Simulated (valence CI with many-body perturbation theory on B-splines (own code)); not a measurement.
## Re III: E2, M1 decay

Computed by valence CI with perturbative core correlation (CI+MBPT): five valence electrons over a frozen Dirac-Fock core [Xe] 4f14, radial functions for each j: 7 s, 7 p, 8 d, 6 f, 4 g, 1 h, with the one-electron correlation potential Σ1, the two-electron term Σ2, the three-electron term Σ3, Breit, model QED; selected CI, second order for the rest, scaled by the run's own slope (own B-spline code, finite nucleus).

Set against measurement, 47 paired levels are off by 931 cm⁻¹ on average, the worst by 1519. These come from a selection out of Brasseur, Gamrath and Quinet, At. Data Nucl. Data Tables 157, 101636 (2024). Levels without a partner in it may be off by more, other configurations by 1,000 to 8,000 cm⁻¹. Among the levels kept, up to 1500 cm⁻¹ of a level comes from second order outside the variational space, and about a tenth of that is noise between levels of different J, which matters for small intervals. Only levels of the ground parity were solved; by the run's estimate the other parity begins above the list, which can be wrong where configurations are misplaced. 2 measured levels below the end of the list, from 41405 cm⁻¹ on, found no clear computed partner.

Lines 51 to 100 of 111 in falling wavelength, among levels below 43083 cm⁻¹, chosen from the decays that carry over 1 % of a level's rate. Wavelengths and rates use the calculated energies, so an error of 900 cm⁻¹ moves a line at 1139 nm by 10 % and its rate by three times that or more. Electric multipoles are in the length gauge, E1 and E2 with the static RPA response of the core. S is in atomic units (e²a₀⁴ for E2 and M2, e²a₀⁶ for E3), for M1 in squared Bohr magnetons. Weak lines are less certain than strong ones. Lines between different terms over intervals too small for the method are left out, as are lines whose strength nearly cancels and 4 of this kind that miss the measured wavelength by over 7 %.

Names give the largest LS component (configuration and term), which can be under half, so a name can repeat, a term be missing and a line seem to break the LS rules; names also repeat where a configuration has a term twice. Letters in brackets count levels of one name in rising energy.

```tsv
λ vac (nm)	λ from measured levels	Upper	Lower	Type	A (s⁻¹)	S (a.u.)
1139	1145	5d5 4F_5/2	5d5 4D_5/2	M1	1.87e+00	6.13e-01
1131	1151	5d5 2F_7/2 [a]	5d5 4D_5/2	M1	4.31e-01	1.85e-01
1093	1168	5d5 4F_7/2	5d5 4G_9/2	M1	1.08e+00	4.17e-01
1077	1073	5d5 4P_3/2 [b]	5d5 4G_5/2 [a]	M1	8.83e-02	1.64e-02
1047	1082	5d5 2F_5/2 [b]	5d4 6s 6D_7/2	M1	5.33e-01	1.36e-01
1023	1050	5d5 2F_5/2 [a]	5d5 4G_5/2 [b]	M1	1.16e+01	2.77e+00
1019	1064	5d5 2G_9/2	5d5 4G_11/2	M1	8.97e-01	3.52e-01
1001	1023	5d5 2F_5/2 [b]	5d5 4D_5/2	M1	3.31e+00	7.40e-01
993.9	1024	5d5 2F_5/2 [a]	5d5 4G_7/2	M1	1.73e+00	3.77e-01
990.1	1020	5d5 2F_7/2 [a]	5d5 4D_7/2	M1	1.36e+00	3.92e-01
978.5	1024	5d5 4F_7/2	5d5 4G_5/2 [b]	M1	4.16e-02	1.16e-02
952.0	998.0	5d5 4F_7/2	5d5 4G_7/2	M1	2.80e-02	7.16e-03
951.4	965.6	5d5 4F_3/2	5d5 4P_3/2 [a]	M1	4.08e+00	5.21e-01
947.5	946.3	5d5 2I_13/2	5d5 4G_11/2	M1	3.38e-01	1.49e-01
934.8	944.9	5d5 4F_5/2	5d4 6s 6D_5/2	M1	7.82e-01	1.42e-01
919.9	949.6	5d5 2G_9/2	5d5 4G_7/2	M1	8.82e-01	2.54e-01
914.1	918.5	5d5 2F_5/2 [a]	5d5 4P_3/2 [a]	M1	5.32e-01	9.05e-02
889.1	918.1	5d5 2F_5/2 [b]	5d5 4D_7/2	M1	1.62e+00	2.54e-01
803.6	839.6	5d5 2F_7/2 [a]	5d5 4G_9/2	M1	3.38e+00	5.20e-01
789.1	799.1	5d5 4F_3/2	5d5 4G_5/2 [a]	M1	4.73e+00	3.45e-01
764.7	803.7	5d4 6s 4D_1/2	5d5 4D_1/2 [a]	M1	7.18e-01	2.38e-02
763.3	766.5	5d5 2F_5/2 [a]	5d5 4G_5/2 [a]	M1	5.55e-01	5.49e-02
743.5	759.7	5d5 4F_5/2	5d5 4G_5/2 [b]	M1	2.15e-01	1.97e-02
739.6	773.6	5d4 6s 4D_1/2	5d4 6s 6D_3/2	M1	1.19e+00	3.57e-02
738.4	752.1	5d5 4F_7/2	5d5 4G_5/2 [a]	M1	1.79e-01	2.14e-02
728.0	745.6	5d5 4F_5/2	5d5 4G_7/2	M1	3.77e+00	3.24e-01
694.0	734.5	5d5 4G_5/2 [a]	5d5 6S_5/2	M1	6.50e+00	4.83e-01
684.3	688.2	5d5 4F_5/2	5d5 4P_3/2 [a]	M1	2.31e-01	1.65e-02
682.2	704.0	5d5 2F_5/2 [b]	5d5 4G_5/2 [b]	M1	2.84e+00	2.01e-01
669.2	691.8	5d5 2F_5/2 [b]	5d5 4G_7/2	M1	3.28e-01	2.19e-02
652.7	694.6	5d4 6s 6D_1/2	5d5 6S_5/2	E2	3.18e-01	6.72e+00
639.3	663.8	5d4 6s 4D_1/2	5d5 4P_3/2 [a]	M1	1.31e+01	2.54e-01
632.1	642.1	5d5 2F_5/2 [b]	5d5 4P_3/2 [a]	M1	5.84e-01	3.28e-02
603.5	634.0	5d5 4P_3/2 [a]	5d5 6S_5/2	M1	7.13e+00	2.32e-01
603.5	634.0	5d5 4P_3/2 [a]	5d5 6S_5/2	E2	1.70e-01	4.86e+00
592.1	608.3	5d4 6s 4D_1/2	5d4 6s 6D_1/2	M1	5.98e+00	9.20e-02
573.1	592.1	5d5 4G_7/2	5d5 6S_5/2	M1	1.67e-01	9.30e-03
563.9	583.4	5d5 4G_5/2 [b]	5d5 6S_5/2	M1	5.77e+00	2.30e-01
561.7	580.7	5d4 6s 4D_1/2	5d5 4G_5/2 [a]	E2	2.39e+00	2.39e+01
556.1	564.0	5d5 2F_5/2 [b]	5d5 4G_5/2 [a]	M1	2.38e-01	9.09e-03
535.0	558.4	5d4 6s 6D_3/2	5d5 6S_5/2	M1	1.26e+00	2.86e-02
535.0	558.4	5d4 6s 6D_3/2	5d5 6S_5/2	E2	6.84e-01	1.07e+01
522.6	543.7	5d5 4D_1/2 [a]	5d5 6S_5/2	E2	2.28e-01	1.58e+00
488.1	507.1	5d4 6s 6D_5/2	5d5 6S_5/2	E2	1.38e+00	2.05e+01
488.1	507.1	5d4 6s 6D_5/2	5d5 6S_5/2	M1	1.60e-01	4.14e-03
473.0	488.9	5d5 4D_7/2	5d5 6S_5/2	M1	4.80e-01	1.51e-02
473.0	488.9	5d5 4D_7/2	5d5 6S_5/2	E2	8.72e-02	1.47e+00
446.4	463.6	5d5 4D_5/2	5d5 6S_5/2	M1	6.56e+00	1.30e-01
446.4	463.6	5d5 4D_5/2	5d5 6S_5/2	E2	2.18e-01	2.07e+00
441.4	455.1	5d5 4D_1/2 [b]	5d5 6S_5/2	E2	1.75e-01	5.24e-01
```
